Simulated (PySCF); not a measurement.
# Ionisation energy of As by level of theory

As [Ar] 3d10 4s2 4p3 (4S) → As⁺ [Ar] 3d10 4s2 4p2 (3P), as a difference of total energies. Calculation: PySCF 2.14, in def2-SVP (5s4p3d, 32 functions); the non-relativistic Hamiltonian (point nucleus). Correlated levels: valence: [Ar] 3d10 frozen. The calculations carry no spin-orbit coupling.

| method | ionisation energy (eV) | difference from reference (eV) |
| --- | --- | --- |
| UHF | 9.463 | -0.545 |
| PBE | 9.884 | -0.124 |
| LDA | 10.026 | +0.018 |
| MP2 (valence) | 9.796 | -0.212 |
| SCS-MP2 (valence) | 9.676 | -0.332 |
| CCSD (valence) | 9.739 | -0.269 |
| CCSD(T) (valence) | 9.744 | -0.264 |

Reference: 10.008 eV (measured; NIST levels, between the centres of gravity of the two terms).

These non-relativistic numbers lack the scalar-relativistic shift.

Errors of the correlated levels include the incompleteness of this basis and the frozen core.
